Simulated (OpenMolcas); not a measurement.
# Lu+: effect of correlating more closed shells

```
Program             : OpenMolcas 26.06
Basis               : ANO-RCC-VTZP [8s7p5d3f2g1h]
Scalar Hamiltonian  : DKH2, point nucleus
Active space        : 2 electrons in 6 orbitals (5d 6s)
State averaging     : 2S+1 = 1 even, 20 roots; 2S+1 = 3 even, 15 roots kept (CI in the orbitals of an earlier block)
Spin-orbit coupling : state interaction with AMFI integrals over the reference wave functions, term energies averaged over their components
```

Methods on the same reference wave functions:
A. CASSCF
B. MS-CASPT2, IPEA 0.25 Eh, imaginary shift 0.1 Eh (closed shells correlated: none)
C. MS-CASPT2, IPEA 0.25 Eh, imaginary shift 0.1 Eh (closed shells correlated: 5s 5p)

Energies in cm⁻¹ above 6s² ¹S₀, the measured ground level; measured values from NIST Handbook of Basic Atomic Spectroscopic Data.

```csv
Level,A,B,C,Measured
6s² ¹S₀,0.0,0.0,0.0,0.0
5d 6s ³D₁,9341,10940,11970,11796
5d 6s ³D₂,10096,11590,12630,12435
5d 6s ³D₃,11728,13330,14360,14199
5d 6s ¹D₂,16247,16090,17170,17333
5d² ³F₂,26535,28130,29790,29407
5d² ³F₃,28092,29830,31490,30889
5d² ³F₄,29886,31610,33260,32504
5d² ³P₀,34659,35440,37040,35652
5d² ³P₁,35130,35910,37510,36557
5d² ¹G₄,37892,38500,40020,
```

Deviations, from unrounded energies. A percentage is the sum of absolute deviations over the sum of measured energies, with the sign that they share, or ± where signs differ.

```tsv
Against measurement	Levels	A	B	C
mean absolute deviation (cm-1)	9	2100	880	530
other configurations (%)	9	-8.6	-3.6	±2.2
```

C lies closest to measurement on these levels and A furthest from it. The largest miss of C in the table is 5d² ³P₀, by +1400 cm-1. The ranking rests on the paired levels alone, and a cruder setting can come out closer through cancelling errors.

Between B and C the level of the table that moves most is 5d² ³F₂, by 1700 cm-1 (lowest in B, highest in C). Moves below CASPT2's spread within the term are not significant.

The mean deviations of B to C differ by less than CASPT2's widest spread within a term (420 cm-1), so their order carries little weight.

The lowest spin-free term lies below A's lowest term by 0.012 hartree in B, 0.210 hartree in C.

What an inner shell adds also hangs on whether the basis holds functions to correlate it.

CASPT2 breaks the degeneracy within a term, and the mean is taken; among the terms shown or strongly mixed into the levels shown the widest spread is 420 cm-1 (5d² ¹G, C). Terms from blocks run as CI alone lack orbitals of their own. A single d shell beside an s shell can misplace configurations of different d count against each other. Without dynamic correlation excited terms often stand tens of per cent too high (terms of higher spin than the ground term too low), and those without a measured partner can miss by more than the paired ones (holds for A). Measured partners are found by configuration, term and J. A level has none where our copy of the source lacks it or the pairing is in doubt (some pairs that miss far off the trend of their configuration count as doubtful), and it then counts in no deviation. Only configurations of the active space appear. Levels that lie high or do not pair safely by name in every column are left out.
